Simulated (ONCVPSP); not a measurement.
Before and after: ONCV potential for Ru (Z = 44)

* Element: Ru (Z = 44)
* Generator: ONCVPSP 4.0.1
* Type: optimised norm-conserving Vanderbilt (ONCV)
* Functional: revPBE
* Relativity: scalar-relativistic
* Frozen core: [Ar] 3d10
* Valence charge: 16
* Reference configuration: 4s2 4p6 4d7 5s1
* Partial waves: 4s+5s: rc 1.50 bohr, ncon 4, nbas 9, qcut 7.5 1/bohr, 2 projectors; 4p: rc 1.75 bohr, ncon 4, nbas 7, qcut 8 1/bohr, 2 projectors, debl 2 Ha; 4d: rc 1.80 bohr, ncon 3, nbas 7, qcut 9.8 1/bohr, 2 projectors, debl 0.3 Ha
* Local potential: polynomial inside 1.35 bohr (lpopt 5, dvloc0 1 Ha)
* Core correction: none

Change: p: qcut 10.5.

Cutoffs: the cutoffs (Ha) at which the residual kinetic energy of the hardest occupied pseudo-wave falls to 1 and 0.1 mHa per electron; they do not see the model core or the augmentation charge, which bear on the density cutoff. Errors are all-electron minus pseudo energies relative to the spin-unpolarised reference configuration.

**Question.** How do hardness, ghosts and transferability respond?

**Answer.** The potential gets harder (25 Ha and 30 Ha → 28 Ha and 36 Ha); of the 4 tests that both files solve, the error grows in 0 and shrinks in 1 by more than 15 % and 0.3 meV (median size 4.2 → 3.9 meV); neither file shows a bound ghost. The waves are optimised to have the least kinetic energy above qcut, so the cutoff follows it (qcut²/2 in Ha).

```tsv
quantity	base	changed
cutoff, loose	25 Ha	28 Ha
cutoff, tight	30 Ha	36 Ha
loose cutoff by channel	s 22 Ha, p 15 Ha, d 25 Ha	s 22 Ha, p 28 Ha, d 25 Ha
bound ghosts	none	none
GHOST(+) flags under 300 eV	none	none
error for 4s2 4p6 4d7 5s0, meV [ΔE 7.17 eV]	-1.5	-1.4
error for 4s2 4p6 4d6 5s0, meV [ΔE 25.27 eV]	+1.4	+1.5
error for 4s2 4p6 4d5 5s0, meV [ΔE 55.81 eV]	+6.9	+6.3
error for 4s2 4p5 4d7 5s1, meV [ΔE 52.33 eV]	-71	-50
s: phases at 1.52 bohr within 0.05 rad from the reference energy up to (Ha; the scan ends near 5)	to the end of the scan	to the end of the scan
p: phases at 1.77 bohr within 0.05 rad from the reference energy up to (Ha; the scan ends near 5)	to the end of the scan	to the end of the scan
d: phases at 1.83 bohr within 0.05 rad from the reference energy up to (Ha; the scan ends near 5)	to the end of the scan	to the end of the scan
```
